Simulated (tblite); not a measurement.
C₅H₁₄BrNSi.
SMILES with atom numbers: `[CH3:1][CH2:2][Si@@H:3]([Br:4])[CH2:5][N:6]([CH3:7])[CH3:8]` (hydrogens: H9, H10, H11 on C1; H12, H13 on C2; H14 on Si3; H15, H16 on C5; H17, H18, H19 on C7; H20, H21, H22 on C8)

Computed with GFN2-xTB (tblite), gas phase: L-BFGS steps from a force-field or distance-geometry start until the largest atomic force falls under 0.01 eV/Å.

The end geometry, which sets the zero of energy:
```
atom  x, y, z in Å
C1      1.7253    1.4057   -0.8743
C2      2.3217    0.0925   -0.3793
Si3     1.0940   -1.3505   -0.4477
Br4     2.1439   -3.1526    0.3698
C5     -0.4000   -1.0826    0.7010
N6     -1.0556    0.1896    0.4417
C7     -1.8915    0.6012    1.5523
C8     -1.8156    0.1577   -0.7886
H9      1.4355    1.3276   -1.9203
H10     2.4502    2.2126   -0.7838
H11     0.8428    1.6641   -0.2945
H12     2.6694    0.2236    0.6490
H13     3.2067   -0.1504   -0.9723
H14     0.7516   -1.7631   -1.8094
H15    -0.0330   -1.0648    1.7322
H16    -1.1083   -1.9282    0.6421
H17    -1.2805    0.6843    2.4503
H18    -2.7145   -0.1032    1.7488
H19    -2.3170    1.5800    1.3323
H20    -1.1603   -0.0955   -1.6199
H21    -2.2363    1.1457   -0.9724
H22    -2.6389   -0.5742   -0.7578
```

Task: These geometries come from the run, each turned onto the end geometry. Order them by energy, lowest first.
A.
```
atom  x, y, z in Å
C1      1.9031    1.4451   -0.8110
C2      2.3909    0.0802   -0.3320
Si3     1.0717   -1.2721   -0.5085
Br4     1.9851   -3.2176    0.1267
C5     -0.3866   -1.0171    0.6872
N6     -1.1359    0.1897    0.3722
C7     -1.9032    0.6533    1.5126
C8     -1.9947   -0.0135   -0.7739
H9      1.7001    1.4301   -1.8805
H10     2.6525    2.2130   -0.6232
H11     0.9861    1.7244   -0.2970
H12     2.7100    0.1533    0.7116
H13     3.2828   -0.2044   -0.8943
H14     0.7018   -1.5161   -1.9008
H15     0.0244   -0.9018    1.6947
H16    -1.0451   -1.9030    0.7245
H17    -1.2223    0.8838    2.3316
H18    -2.6365   -0.0923    1.8557
H19    -2.4356    1.5644    1.2408
H20    -1.3986   -0.2896   -1.6418
H21    -2.5192    0.9143   -0.9960
H22    -2.7411   -0.8046   -0.5994
```
B.
```
atom  x, y, z in Å
C1      1.7613    1.4189   -0.8143
C2      2.3330    0.0802   -0.3586
Si3     1.0862   -1.3421   -0.4886
Br4     2.0783   -3.1910    0.2969
C5     -0.3877   -1.0554    0.6778
N6     -1.0734    0.1941    0.3877
C7     -1.8545    0.6451    1.5228
C8     -1.8916    0.0857   -0.8001
H9      1.5086    1.3913   -1.8721
H10     2.4839    2.2182   -0.6581
H11     0.8579    1.6564   -0.2585
H12     2.6577    0.1714    0.6815
H13     3.2303   -0.1486   -0.9377
H14     0.7397   -1.7190   -1.8576
H15     0.0055   -0.9882    1.6971
H16    -1.0817   -1.9144    0.6729
H17    -1.1905    0.7938    2.3738
H18    -2.6402   -0.0702    1.8098
H19    -2.3230    1.5981    1.2798
H20    -1.2634   -0.1486   -1.6577
H21    -2.3834    1.0396   -0.9856
H22    -2.6636   -0.6958   -0.7122
```
C.
```
atom  x, y, z in Å
C1      1.9840    1.4553   -0.8129
C2      2.4043    0.0783   -0.3031
Si3     1.0929   -1.2734   -0.4945
Br4     2.0695   -3.1995    0.1191
C5     -0.3885   -1.0044    0.6626
N6     -1.1686    0.1921    0.3361
C7     -1.9156    0.6478    1.5020
C8     -2.0861   -0.0337   -0.7774
H9      1.6990    1.4140   -1.8616
H10     2.8200    2.1464   -0.7135
H11     1.1494    1.8469   -0.2439
H12     2.6864    0.1558    0.7445
H13     3.2954   -0.2399   -0.8470
H14     0.6968   -1.4277   -1.8810
H15     0.0295   -0.8987    1.6732
H16    -1.0250   -1.9060    0.6897
H17    -1.2388    0.8949    2.3183
H18    -2.6221   -0.1192    1.8549
H19    -2.4793    1.5534    1.2720
H20    -1.5530   -0.3123   -1.6859
H21    -2.6442    0.8773   -1.0006
H22    -2.8164   -0.8281   -0.5518
```
D.
```
atom  x, y, z in Å
C1      1.9883    1.4571   -0.8129
C2      2.4143    0.0839   -0.3087
Si3     1.0724   -1.2397   -0.5197
Br4     2.0271   -3.1663    0.1045
C5     -0.4005   -1.0083    0.6636
N6     -1.1785    0.1822    0.3478
C7     -1.9201    0.6423    1.5051
C8     -2.0770   -0.0416   -0.7647
H9      1.7013    1.4081   -1.8611
H10     2.8056    2.1696   -0.7161
H11     1.1389    1.8249   -0.2432
H12     2.7014    0.1598    0.7439
H13     3.3135   -0.2338   -0.8422
H14     0.7095   -1.4730   -1.9118
H15     0.0002   -0.8815    1.6754
H16    -1.0412   -1.9077    0.6963
H17    -1.2237    0.8852    2.3059
H18    -2.6342   -0.1098    1.8732
H19    -2.4699    1.5447    1.2427
H20    -1.5092   -0.3204   -1.6504
H21    -2.6184    0.8811   -0.9751
H22    -2.8103   -0.8375   -0.5534
```
E.
```
atom  x, y, z in Å
C1      1.8121    1.4222   -0.8060
C2      2.3535    0.0717   -0.3502
Si3     1.0775   -1.3195   -0.5107
Br4     2.0529   -3.2061    0.2039
C5     -0.3761   -1.0307    0.6854
N6     -1.0975    0.1958    0.3822
C7     -1.8781    0.6546    1.5150
C8     -1.9352    0.0445   -0.7872
H9      1.6143    1.4118   -1.8757
H10     2.5310    2.2124   -0.5980
H11     0.8832    1.6541   -0.2908
H12     2.6642    0.1433    0.6952
H13     3.2524   -0.1772   -0.9185
H14     0.7278   -1.6310   -1.8966
H15     0.0503   -0.9261    1.6887
H16    -1.0536   -1.9016    0.7291
H17    -1.2132    0.8488    2.3560
H18    -2.6410   -0.0744    1.8285
H19    -2.3777    1.5846    1.2452
H20    -1.3214   -0.2058   -1.6502
H21    -2.4388    0.9894   -0.9864
H22    -2.6971   -0.7412   -0.6597
```

Result: B (0.005 eV), E (0.009 eV), A (0.015 eV), D (0.027 eV), C (0.073 eV).

In the order of the answer:

```json
{"step": "73", "E above end (eV)": "0.005", "largest force (eV/Å)": "0.03", "rms force component (eV/Å)": "0.010", "rms distance from end (Å)": "0.094", "rms bond change (Å)": "0.001", "bond most changed (Å)": "Si3–C5 -0.002"}
{"step": "59", "E above end (eV)": "0.009", "largest force (eV/Å)": "0.04", "rms force component (eV/Å)": "0.012", "rms distance from end (Å)": "0.146", "rms bond change (Å)": "0.000", "bond most changed (Å)": "C2–Si3 -0.001"}
{"step": "38", "E above end (eV)": "0.015", "largest force (eV/Å)": "0.06", "rms force component (eV/Å)": "0.017", "rms distance from end (Å)": "0.208", "rms bond change (Å)": "0.001", "bond most changed (Å)": "Si3–H14 -0.002"}
{"step": "11", "E above end (eV)": "0.027", "largest force (eV/Å)": "0.09", "rms force component (eV/Å)": "0.023", "rms distance from end (Å)": "0.262", "rms bond change (Å)": "0.002", "bond most changed (Å)": "Si3–H14 -0.006"}
{"step": "2", "E above end (eV)": "0.073", "largest force (eV/Å)": "0.29", "rms force component (eV/Å)": "0.096", "rms distance from end (Å)": "0.268", "rms bond change (Å)": "0.006", "bond most changed (Å)": "N6–C8 +0.014"}
```

What follows is the cost of the whole relaxation. The run took 1.8 s of wall time on an Arm Neoverse N1 with one thread, shared host with 64 logical CPUs at a one-minute load of 57.
